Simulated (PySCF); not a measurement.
Task: What does the GFN2-xTB structure of InChI=1S/CH5ClOSi/c2-1-4-3/h3H,1,4H2 look like in three dimensions?

Result: 
```
atom  x, y, z in Å
O1     1.7029    0.6523    0.1971
Si2    0.6609   -0.5838    0.1618
C3    -1.0555    0.0294   -0.4286
Cl4   -1.5996    1.3534    0.6462
H5     1.4660    1.4987    0.5714
H6     1.2259   -1.4768   -0.8383
H7     0.4743   -1.1732    1.4857
H8    -1.8236   -0.7372   -0.3865
H9    -1.0377    0.4432   -1.4341
```

Orientation and origin are arbitrary. Atoms count from 1 in this order. Of the pairs four or more bonds apart, Cl4···H5 is among the closest relative to their van der Waals radii: 3.07 Å, 104 % of the sum of Bondi's values. Si2 (oxygen-bound silicon) is distorted tetrahedral (angles from 103.5° to 115.1°).

Bonds between heavy atoms (Å): O1–Si2 1.617, Si2–C3 1.916, C3–Cl4 1.790.

Computed geometry: GFN2-xTB, gas phase.

Point group: C1 (no symmetry element, even within 0.4 Å). No frequency check. One conformer, not necessarily the lowest (H–O1–Si2–C3 45°, O1–Si2–C3–Cl4 -56°).
